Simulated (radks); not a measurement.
Values are calculated unless marked as measured or tabulated.
Species: Rb3+. Configuration: [Ar] 3d10 4s2 4p4.

Level of theory: Dirac Kohn-Sham, exchange-only PBE, spin-unpolarised, spherical densities, finite nucleus; open shells are shared between the two j in proportion to 2j + 1; Fermi nuclear charge, rms radius 4.2036 fm (a radial shooting solver on a logarithmic mesh with Libxc functionals).

Energy parts (eV):
| part | energy |
|---|---|
| total | -81010.479 |
| kinetic | 83363.328 |
| electron-nucleus | -194518.261 |
| Hartree | 32811.737 |
| exchange | -2667.283 |

Orbitals (lengths in bohr, moments of r in powers of bohr; <r^-3> diverges for s and p1/2):
orbital     occ.  eigenvalue (eV)     <r^2>      <r>   <1/r>  <r^-3>  small-component weight
1s1/2          2        -15064.02  0.002187  0.04029   37.88       -                1.81e-02
2s1/2          2        -2041.839   0.03723   0.1776   8.503       -                3.61e-03
2p1/2          2        -1855.338   0.02845   0.1522   8.474       -                3.61e-03
2p3/2          4        -1794.526   0.02987   0.1563   8.162    1566                3.51e-03
3s1/2          2        -331.7916    0.2992   0.5103   2.824       -                8.98e-04
3p1/2          2        -264.9727    0.3058   0.5114   2.713       -                8.46e-04
3p3/2          4        -255.8257    0.3182   0.5218   2.638   238.0                8.21e-04
3d3/2          4        -138.8722    0.3334   0.5219   2.405   31.83                7.04e-04
3d5/2          6        -137.3161    0.3381   0.5256   2.386   30.67                6.97e-04
4s1/2          2         -62.7715     2.199    1.393  0.9645       -                1.72e-04
4p1/2    1.33333         -46.2604     2.788    1.562  0.8498       -                1.39e-04
4p3/2    2.66667         -45.1864     2.888    1.590  0.8321   28.10                1.35e-04

The highest occupied level is 4p3/2 at -45.186 eV. For comparison, the ionisation energy in NIST's Atomic Spectra Database is 52.2 eV (semi-empirical). In exact Kohn-Sham theory the highest level is minus the ionisation energy, but local and semilocal functionals leave it too shallow, through self-interaction and a potential that decays too fast; potentials with the right tail come closer. Summed over all electrons, <r^2> = 21.92 bohr^2, which gives a Langevin (diamagnetic) susceptibility term of -17.4 x 10^-6 cm^3/mol. The density falls to 0.001 e/bohr^3 at r = 3.24 bohr. The electron density at the nucleus is 5.496e+04 e/bohr^3.

Beside tabulated values, note that spin-unpolarised runs miss the spin-polarisation part of the exchange energy of open shells.
